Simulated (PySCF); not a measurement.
**From computed data to an observable: oscillator strength and radiative lifetime**

C3H11NSi2, SMILES N(C([SiH3])=C)([SiH3])C.

Coordinates come from a B3LYP-D3(BJ)/def2-SVP optimisation. The structure was generated by enumeration, and PubChem lists no compound with its InChIKey, so it may never have been made. Other conformers were not sampled.

TDA-PBE/def2-SVPD (PySCF 2.14.0) puts the first singlet state with f over 0.02 at 4.98 eV (vertical), with the transition dipole (0.220, 0.033, 0.340) in atomic units.

**Question.** Find the oscillator strength, the wavelength and the radiative lifetime that this transition would have in vacuum if emission retraced absorption.

**Answer.** 
|μ|² = 0.1651 au, so |μ| = 1.03 D. ΔE = 4.98/27.211 = 0.1830 hartree. f = (2/3) ΔE |μ|² = 0.020 (the program prints 0.020).
λ = 1239.84/4.98 = 249 nm; ν = 40166 cm⁻¹.
Einstein's coefficient A = 0.6670 ν² f s⁻¹ (ν in cm⁻¹) = 2.2e7 s⁻¹, so τ = 1/A = 46 ns. This state is S2; the lower singlet has f = 0.003. The figure is the radiative limit of this one transition; relaxation, internal conversion, crossing to triplets and a medium change what is measured.
